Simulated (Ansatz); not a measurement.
Ansatz (a first-principles code) input:

Ansatz 0.2 input:
```yaml
crystal:
  periodic: [false, false, false]
  atoms:
    - {symbol: C, position_ang: [2.02729628, -0.84306265, 0.07359604]}
    - {symbol: C, position_ang: [0.61753875, -0.41031546, 0.47633753]}
    - {symbol: C, position_ang: [-0.48435974, -1.04647323, -0.30991352]}
    - {symbol: C, position_ang: [-1.54932315, -0.06787126, -0.67663895]}
    - {symbol: C, position_ang: [-1.18625632, 1.18701643, 0.14456864]}
    - {symbol: C, position_ang: [0.33706373, 1.09687123, 0.29822087]}
    - {symbol: H, position_ang: [2.21527425, -0.60953064, -0.97680827]}
    - {symbol: H, position_ang: [2.78116835, -0.33152337, 0.67658582]}
    - {symbol: H, position_ang: [2.16398811, -1.91789535, 0.20867591]}
    - {symbol: H, position_ang: [0.49099782, -0.65702357, 1.54465438]}
    - {symbol: H, position_ang: [-0.50662733, -2.09662746, -0.56823645]}
    - {symbol: H, position_ang: [-1.52610016, 0.16011911, -1.75341206]}
    - {symbol: H, position_ang: [-2.56221883, -0.43099802, -0.47375995]}
    - {symbol: H, position_ang: [-1.51544779, 2.11466981, -0.32465132]}
    - {symbol: H, position_ang: [-1.66042754, 1.13051058, 1.12798245]}
    - {symbol: H, position_ang: [0.82389397, 1.44206698, -0.61958538]}
    - {symbol: H, position_ang: [0.72374164, 1.69924144, 1.12153118]}
basis:
  gaussian:
    orbitals: def2-TZVP
hamiltonian:
  xc: {name: PBE0}
magnetization: {spin_polarized: true, initial_magnetization: 1}
```

What final total energy does it print?

-235.00124 Eh (PBE0/def2-TZVP). The basis has 252 functions.

It need not be the lowest isomer of its formula.
